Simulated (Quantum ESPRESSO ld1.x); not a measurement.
ld1.x (Quantum ESPRESSO 7.5) input

```
 &input
    zed=19.0,
    iswitch=1,
    rel=1,
    dft='RXC-VWN',
    config='[Ne] 3s2 3p3.75 3d0.25',
    verbosity='high',
    prefix='ld1',
    max_out_wfc=37,
    file_charge='ld1.rho',
 /
```

Command: `OMP_NUM_THREADS=1 ld1.x < ld1.in > ld1.out`

Output:

```
     Program LD1 v.7.5 starts

     --------------------------- All-electron run ----------------------------

     scalar relativistic calculation

     atomic number is 19.00
     dft =RXC-VWN   lsd =0 sic =0 latt =0  beta=0.20 tr2=1.0E-14
     Exchange-correlation= RXC-VWN
                           (   3   2   0   0   0   0   0)
     mesh =1945 r(mesh) = 100.23937 a.u. xmin = -8.00 dx = 0.00800
     1 Ry =  13.60569312 eV, c = 137.03599908

     n l     nl                  e(Ry)          e(Ha)          e(eV)
     1 0     1S 1( 2.00)    -260.900522489    -130.450261244  -3549.7324446
     2 0     2S 1( 2.00)     -29.021029329     -14.510514665   -394.8512192
     2 1     2P 1( 6.00)     -23.753340829     -11.876670415   -323.1806660
     3 0     3S 1( 2.00)      -5.330293589      -2.665146794    -72.5223388
     3 1     3P 1( 3.75)      -4.052541342      -2.026270671    -55.1376339
     3 2     3D 1( 0.25)      -2.195657087      -1.097828543    -29.8734365

     final scf error:  2.5E-15 reached in  26 iterations

     Etot =   -1193.824938 Ry,    -596.912469 Ha,  -16242.815750 eV

     Ekin =    1198.950099 Ry,     599.475050 Ha,   16312.547118 eV
     Encl =   -2796.506294 Ry,   -1398.253147 Ha,  -38048.406448 eV
     Eh   =     464.080422 Ry,     232.040211 Ha,    6314.135803 eV
     Exc  =     -60.349165 Ry,     -30.174583 Ha,    -821.092222 eV

     normalization and overlap integrals

     s(1S/1S) =  1.000000  <r> =   0.0813  <r2> =    0.0089  r(max) =   0.0531
     s(1S/2S) = -0.001568
     s(1S/3S) = -0.000564
     s(2S/2S) =  1.000000  <r> =   0.3887  <r2> =    0.1791  r(max) =   0.3184
     s(2S/3S) = -0.000304
     s(2P/2P) =  1.000000  <r> =   0.3504  <r2> =    0.1523  r(max) =   0.2628
     s(2P/3P) = -0.000238
     s(3S/3S) =  1.000000  <r> =   1.2014  <r2> =    1.6567  r(max) =   1.0487
     s(3P/3P) =  1.000000  <r> =   1.2912  <r2> =    1.9425  r(max) =   1.1003
     s(3D/3D) =  1.000000  <r> =   1.5388  <r2> =    2.8658  r(max) =   1.1919

     ------------------------ End of All-electron run ------------------------
```

Run on one thread of a shared host, so times are rough (Intel(R) Xeon(R) Processor @ 2.60GHz): 0.63 s of CPU time, 0.67 s wall, 26 iterations on 1945 mesh points.
